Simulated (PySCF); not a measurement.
# HInO: bend–stretch map

Computed with PBE0/[In def2-TZVP with ECP28, O def2-TZVP, H def2-TZVP], scalar-relativistic core potentials, density fitting, no spin–orbit coupling, PySCF.

Rigid scan from the singlet minimum (In–H 1.664 Å, In–O 1.818 Å; H–In–O 180.0°). Coordinate: rows scale both bonds, columns set the O–In–H angle. Energies in kJ/mol from the minimum.

```tsv
scale \ angle	90	105	120	135	150	165	180
0.94	266.8	210.1	154.8	105.8	66.5	40.9	31.9
0.97	221.0	168.9	118.2	73.6	38.2	15.2	7.2
1.00	?	146.9	100.4	59.7	27.7	7.2	0.0
1.03	183.4	139.5	96.9	59.8	30.9	12.4	6.0
1.06	?	143.4	104.2	?	44.3	27.7	?
1.10	196.7	161.1	126.3	96.5	73.5	59.1	?
```

Task: Fill in the five missing cells, row by row.

Result: 194.7, 183.5, 70.5, 21.9, 54.1.

The bond scale of lowest energy on the grid is 1.03 at 90°, 1.03 at 105°, 1.03 at 120°, 1.00 at 135°, 1.00 at 150°, 1.00 at 165°, 1.00 at 180°.

The scan took 54 s on 2 threads of a shared Intel Xeon Platinum 8488C (Sapphire Rapids) host; the process peaked at 0.83 GiB.
